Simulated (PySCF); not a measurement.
A side-by-side comparison of computed properties.

First species: C₅H₅FO.
SMILES: `C1=CC1(C(C)=O)F`

Second species: C5H8F2.
InChI=1S/C5H8F2/c6-4-2-1-3-5-7/h1-2H,3-5H2/b2-1-

Levels: PBE0/def2-SVPD for dipole moment, HOMO energy, LUMO energy, HOMO–LUMO gap, static isotropic polarisability and electronic spatial extent ⟨r²⟩ about the centre of nuclear charge; TDDFT PBE0/def2-SVPD for lowest singlet excitation; TDA PBE0/def2-SVPD for lowest triplet excitation (Tamm–Dancoff); GFN2-xTB for rotational constant A and rotational constant C. Geometries: GFN2-xTB. All species are isolated and taken at one optimised geometry, non-relativistic unless stated; the electronic structure was computed with PySCF and density fitting.

The conformers computed, where there is a choice (atom-mapped SMILES and torsion angles):
- `[CH3:1][C:2](=[O:3])[C:4]1([F:5])[CH:6]=[CH:7]1`: C1–C2–C4–F5 0°
- `[F:1][CH2:2]/[CH:3]=[CH:4]\[CH2:5][CH2:6][F:7]`: F1–C2–C3–C4 177°, C3–C4–C5–C6 -121°, C4–C5–C6–F7 -178°

Values for the first species:

| Quantity | Value |
| --- | --- |
| Dipole moment | 1.49 D |
| HOMO energy | -7.54 eV |
| LUMO energy | -0.93 eV |
| HOMO–LUMO gap | 6.61 eV |
| Lowest singlet excitation | 4.42 eV |
| Lowest triplet excitation (Tamm–Dancoff) | 3.85 eV |
| Static isotropic polarisability | 58.6 au |
| Electronic spatial extent ⟨r²⟩ about the centre of nuclear charge | 672 bohr² |
| Rotational constant A | 4.170 GHz |
| Rotational constant C | 1.822 GHz |

Estimate the same properties for the second species, and the change in each.

| property | first | second | second less first |
| --- | --- | --- | --- |
| dipole moment | 1.49 D | 1.15 D | -0.34 D |
| HOMO energy | -7.54 eV | -7.66 eV | -0.12 eV |
| LUMO energy | -0.93 eV | -0.19 eV | +0.74 eV |
| HOMO–LUMO gap | 6.61 eV | 7.47 eV | +0.86 eV |
| lowest singlet excitation | 4.42 eV | 7.00 eV | +2.58 eV |
| lowest triplet excitation (Tamm–Dancoff) | 3.85 eV | 4.28 eV | +0.43 eV |
| static isotropic polarisability | 58.6 au | 63.6 au | +5.0 au |
| electronic spatial extent ⟨r²⟩ about the centre of nuclear charge | 672 bohr² | 1233 bohr² | +561 bohr² |
| rotational constant A | 4.170 GHz | 7.347 GHz | +3.177 GHz |
| rotational constant C | 1.822 GHz | 0.844 GHz | -0.978 GHz |

On the first: In wavenumbers S1 is 35600 cm⁻¹ (1 eV = 8065.54 cm⁻¹).

On the second: The polarisability is 9.43 Å³ as a volume (1 au = 0.148185 Å³), or 1.14 au for each of the 56 electrons.
